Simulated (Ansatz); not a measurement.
`O[SiH](O)[SiH3]` + `CB(O)F` → `CB(F)O[SiH3]` + `O[SiH2]O`  (cleavage of the Si–Si bond)

Calculated with Ansatz (gas phase, PBE0-D4/def2-TZVP geometries, no zero-point term in ΔE). CBS: MP2 limit from def2 TZ/QZ plus the TZ coupled-cluster correction, frozen cores. This one scheme is used for every species. Functionals use def2-TZVPP. B3LYP here is the variant with VWN-RPA as its local correlation; programs differ in this. HSE06 is defined as in plane-wave codes. One conformer a species, not always the lowest.

| level | ΔE (kcal/mol) | difference from CCSD(T)/CBS |
| --- | --- | --- |
| PBE-D4 | -15.7 | 7.1 |
| revPBE-D4 | -16.0 | 6.8 |
| PBE0-D4 | -17.9 | 4.9 |
| BHLYP-D4 | -24.7 | -1.9 |
| ωB97X-V | -21.7 | 1.1 |
| PBE0 | -18.2 | 4.6 |
| B3LYP | -22.4 | 0.4 |
| HSE06 | -18.1 | 4.7 |
| CCSD(T)/def2-SVP | -20.5 | 2.3 |
| MP2/CBS(def2) | -24.7 | -1.9 |
| CCSD(T)/CBS | -22.8 | 0 |

Largest T1 diagnostic among the species: 0.013.

In def2-TZVPP, CCSD(T) changes the Hartree–Fock value by +6.4 kcal/mol (the triples alone add +0.8 kcal/mol) and MP2 by +4.5 kcal/mol. Leaving LDA and LC-ωPBE aside and taking each functional with its dispersion term where it has one, the values spread over 9.0 kcal/mol, from BHLYP-D4 to PBE-D4. From BLYP to BHLYP (50 % exact exchange), in def2-TZVPP and without D4, ΔE moves by −4.4 kcal/mol.
